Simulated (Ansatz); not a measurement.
C$_{2}$H$_{5}$BO$_{3}$, SMILES `C=C(O)B(O)O` at its PBE0-D4/def2-TZVP geometry, where that method's forces vanish. The species carries charge 0 and has multiplicity 1.

```xyz
11

C    -0.7076    1.0617    1.0575
C    -0.4459    0.3338   -0.0256
O    -1.2007    0.3655   -1.1691
B     0.7600   -0.6649   -0.1551
O     0.9453   -1.3672   -1.3060
O     1.6154   -0.8228    0.8874
H    -1.5504    1.7451    1.1183
H    -0.0612    0.9780    1.9201
H    -1.9310    0.9833   -1.0629
H     0.2666   -1.1553   -1.9546
H     2.3096   -1.4574    0.6900
```

Task: What forces (eV/Å) does ωB97M-V/def2-TZVPP give on these atoms in Ansatz? (An estimate is asked.)

Result: The calculation gave: 
```
C1   0.020 -0.021 -0.012
C2   0.102  0.094  0.358
O3  -0.229  0.066 -0.229
B4  -0.051  0.043  0.005
O5  -0.034 -0.049 -0.156
O6   0.129 -0.045  0.114
H7   0.052 -0.054 -0.028
H8  -0.042 -0.001 -0.068
H9   0.044 -0.044 -0.021
H10  0.036 -0.018  0.020
H11 -0.028  0.029  0.016
```
